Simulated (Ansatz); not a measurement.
Two members of one family (Series MnX2), computed with Ansatz in the gas phase. HOMO and LUMO are taken over both spins. Binding counts from free atoms in the multiplicity of their measured ground term, without zero-point energy. Names give formal oxidation states. The structures are stationary points that may keep the symmetry of their start. Remarks come from the PBE and PBE0 runs and from stability tests at other levels; not every state was tested.

First: MnCl2 (sextet, charge 0, PBE-D4/def2-TZVP geometry).

```
atom   x (Å)   y (Å)   z (Å)
 Mn1  -0.005   0.003  -0.001
 Cl2  -1.282  -1.643   0.592
 Cl3   1.286   1.640  -0.591
```

```
              level  HOMO (eV)  LUMO (eV)  gap (eV)  binding per atom (eV)
revPBE-D4/def2-TZVP      -6.80      -4.30      2.50                   2.83
   B97M-V/def2-TZVP      -7.40      -3.87      3.52                   2.85
   PBE0-D4/def2-SVP      -8.20      -2.85      5.34                   2.75
 BHLYP-D4/def2-TZVP      -9.84      -2.10      7.74                   2.56
  LC-ωPBE/def2-TZVP     -11.26      -0.84     10.42                   2.86
```

Metal–donor distances: 2 × Cl 2.17 Å. Remarks: spin-contaminated (⟨S²⟩ up to 2.69) (doublet), spin-contaminated (⟨S²⟩ up to 4.72) (quartet).

Second: Mn(SH)2 (sextet, charge 0, PBE-D4/def2-TZVP geometry).

Cartesian coordinates in Å:
```
Mn 0.165 0.387 0.127
S -1.944 1.097 0.480
H -2.407 0.584 -0.688
S 2.222 -0.443 -0.266
H 1.964 -1.626 0.348
```

**Question.** What does the change do? Estimate second minus first.

**Answer.** 
```csv
level,Δ HOMO (eV),Δ LUMO (eV),Δ gap (eV),Δ binding per atom (eV)
revPBE-D4/def2-TZVP,0.92,0.44,-0.48,-0.05
B97M-V/def2-TZVP,1.14,0.33,-0.82,-0.05
PBE0-D4/def2-SVP,1.24,0.27,-0.97,-0.05
BHLYP-D4/def2-TZVP,1.62,0.34,-1.28,0.01
LC-ωPBE/def2-TZVP,1.37,0.29,-1.08,-0.11
```

Metal–donor distances: 2 × S 2.25 Å. Remarks: spin-contaminated (⟨S²⟩ up to 2.70) (doublet), spin-contaminated (⟨S²⟩ up to 4.57) (quartet).
